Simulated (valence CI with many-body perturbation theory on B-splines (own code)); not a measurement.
The numbers below are computed, except where a source is named.
# Rb²³⁺: what the settings do

Level of theory: relativistic CI+MBPT: four valence electrons over a frozen Dirac-Fock core [Ne], a basis of 6 s, 6 p, 5 d, 3 f, 1 g functions for each j, with the one-electron correlation potential Σ1 (screened to all orders), the two-electron term Σ2, the three-electron term Σ3, Breit, model QED; selected single and double excitations, second order for the rest, scaled by the run's own slope (own B-spline code, finite nucleus).

No measured levels were compared; by estimate levels of excited configurations hold to 0.05 to 0.15 % of their energy, terms of the ground configuration to about 0.5 %.

The reference run has the lowest level 3s²3p² ³P_0 and an ionisation energy of 1079.32 eV. Its largest variational space holds 9997 state functions.

Names give the largest LS component (configuration and term), which can be under half, so a name can repeat, a term be missing and a line seem to break the LS rules; names also repeat where a configuration has a term twice.

Changed runs:
A. Breit term on → off
B. logarithmic knot step 0.27 → 0.2
C. selection threshold (hartree) 2e-08 → 1e-05
D. correlating orbitals by l 3 3 3 2 1 → 0 0 0 0 0 (bad on purpose)

Excitation energies of the reference run in cm⁻¹, and shifts in cm⁻¹:

| Level | Reference | A | B | C | D |
| --- | --- | --- | --- | --- | --- |
| 3s²3p² ³P_1 | 79929 | +1917 | -1.2 | -4.0 | -375 |
| 3s²3p² ³P_2 | 107730 | +2387 | -1.3 | -4.5 | +275 |
| 3s²3p² ¹D_2 | 211026 | +4086 | -2.5 | -5.0 | +491 |
| 3s²3p² ¹S_0 | 282983 | +3694 | -2.6 | -0.1 | +1573 |
| 3s3p³ ⁵S°_2 | 501536 | +929 | -7.6 | -2.3 | -2258 |
| 3s3p³ ³D°_1 | 610621 | +789 | -7.2 | -1.7 | -158 |
| 3s3p³ ³D°_2 | 623276 | +1621 | -7.6 | -4.7 | -561 |
| 3s3p³ ³D°_3 | 654013 | +2788 | -8.0 | -6.1 | -511 |
| 3s3p³ ³P°_0 | 718603 | +1880 | -8.2 | +0.7 | +400 |
| 3s3p³ ¹D°_2 | 724943 | +2908 | -7.2 | -7.9 | +15 |
| 3s3p³ ³P°_1 | 729113 | +2435 | -8.3 | -2.7 | +259 |
| 3s3p³ ³P°_2 | 793861 | +4113 | -6.9 | -11 | +245 |
| Ionisation energy (eV) | 1079.32 | +0.69 | +3e-05 | -5e-05 | -0.26 |
